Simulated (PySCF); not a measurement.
Molfile (atoms numbered from 1):
```
C4H7ClSi
     RDKit          3D

 13 13  0  0  0  0  0  0  0  0999 V2000
    2.7718   -1.2418    0.2736 Cl  0  0  0  0  0  0  0  0  0  0  0  0
    1.1703   -0.5934    0.1038 C   0  0  0  0  0  0  0  0  0  0  0  0
    0.1290   -1.3500   -0.2005 C   0  0  0  0  0  0  0  0  0  0  0  0
   -1.2090   -0.6846   -0.3226 C   0  0  0  0  0  0  0  0  0  0  0  0
   -0.8619    1.1588    0.0398 Si  0  0  0  0  0  4  0  0  0  0  0  0
    1.0069    0.8763    0.3169 C   0  0  0  0  0  0  0  0  0  0  0  0
    0.2070   -2.4139   -0.3621 H   0  0  0  0  0  0  0  0  0  0  0  0
   -1.6183   -0.8601   -1.3189 H   0  0  0  0  0  0  0  0  0  0  0  0
   -1.9115   -1.1388    0.3778 H   0  0  0  0  0  0  0  0  0  0  0  0
   -1.1344    2.0295   -1.1056 H   0  0  0  0  0  0  0  0  0  0  0  0
   -1.5408    1.6453    1.2430 H   0  0  0  0  0  0  0  0  0  0  0  0
    1.6402    1.4262   -0.3802 H   0  0  0  0  0  0  0  0  0  0  0  0
    1.3463    1.1468    1.3173 H   0  0  0  0  0  0  0  0  0  0  0  0
  1  2  1  0
  2  3  2  0
  3  4  1  0
  4  5  1  0
  5  6  1  0
  6  2  1  0
  3  7  1  0
  4  8  1  0
  4  9  1  0
  5 10  1  0
  5 11  1  0
  6 12  1  0
  6 13  1  0
M  END
```

Geometry: GFN2-xTB; GIAO shifts from PySCF, gas phase, non-relativistic, averaged over equivalent atoms.

At PBE0/3-21G (76 basis functions, 5.1 s wall time on 1 thread of an Arm Neoverse V2, shared host):
```tsv
atoms	δ (ppm)
C2	126.2
C3	116.8
C6	20.8
C4	14.3
Si5	3.9
H7	5.84
H10/H11	4.41
H12/H13	2.08
H8/H9	2.01
```

δ = σ(ref) − σ, references computed at the same level: $^{13}$C (209.51 ppm) and $^{29}$Si (494.56 ppm) and $^{1}$H (33.27 ppm) against TMS.

Question: What do these become at PBE0/pcSseg-1?

Answer: 
```csv
atoms,δ at PBE0/pcSseg-1,change
C2,146.9,+20.7
C3,135.0,+18.2
C6,23.1,+2.3
C4,15.8,+1.5
Si5,-35.0,-38.9
H7,6.02,+0.18
H10/H11,4.44,+0.03
H12/H13,1.94,-0.14
H8/H9,1.88,-0.13
```

References, each an isolated molecule treated in the same way: $^{13}$C (186.93 ppm), $^{29}$Si (349.16 ppm), $^{1}$H (31.72 ppm) vs TMS.

The largest change is at Si5 (silicon bonded to 2 C, 2 H, in a 5-membered ring). Cost: 151 basis functions, 25 s wall time on 1 thread of an Arm Neoverse V2, shared host. The order of the carbon signals is the same at both levels.

Carbons that carry Cl, above all several Cl atoms, come out too deshielded, partly because spin–orbit coupling is missing.
